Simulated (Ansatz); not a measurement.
Basis-set extrapolation for `[SiH3][OH+][Al-]([Cl])([Cl])[Cl]` (PBE0-D4/def2-TZVP geometry, frozen core, Ansatz). Multiplicity 1, RHF reference.

|  | def2-TZVPP | def2-QZVPP |
| --- | --- | --- |
| HF | -1986.943537 | -1987.002269 |
| MP2 correlation | -1.010376 | -1.106916 |
| CCSD(T) correlation | -1.122972 | not run |

Energies in hartree. Use E(X) = E(∞) + A·exp(−7.88·√X) for Hartree–Fock and E(X) = E(∞) + B·X^(−2.97) for correlation, with X = 3 and 4, and add CCSD(T) minus MP2 of the smaller set to the MP2 limit.

Problem. What is the CCSD(T) energy at the basis-set limit?

Solution. HF limit: -1987.002269 + (-0.058732) × 0.13774 = -1987.01036. MP2 limit: -1.106916 + (-0.096540) × 0.74074 = -1.17843. Higher-order term: -1.122972 − (-1.010376) = -0.11260. Total: -1988.30139 hartree, 616.7 kJ/mol below CCSD(T)/def2-TZVPP.
